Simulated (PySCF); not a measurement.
GeH₇NSi₂, SMILES [NH]1[SiH2][SiH2][GeH2]1.

Coordinates come from a PBE0-D3(BJ)/def2-SVP optimisation. This is a generated structure with no PubChem entry under its InChIKey; it may be hypothetical.

Calculation: B3LYP/def2-TZVP (PySCF).

Symmetry labels are those of the subgroup Cs that the program uses (full group Cs).

Problem. List the valence orbital energies around the gap with their symmetry. (The exact figures need the calculation; the answer reports its results.)

Solution. 
```csv
orbital,symmetry,energy (eV)
HOMO−7,A',-11.92
HOMO−6,A",-10.28
HOMO−5,A',-9.63
HOMO−4,A",-9.42
HOMO−3,A",-9.29
HOMO−2,A',-8.41
HOMO−1,A',-7.14
HOMO,A",-6.95
LUMO,A',-0.79
LUMO+1,A',-0.24
LUMO+2,A",-0.20
LUMO+3,A',0.63
```
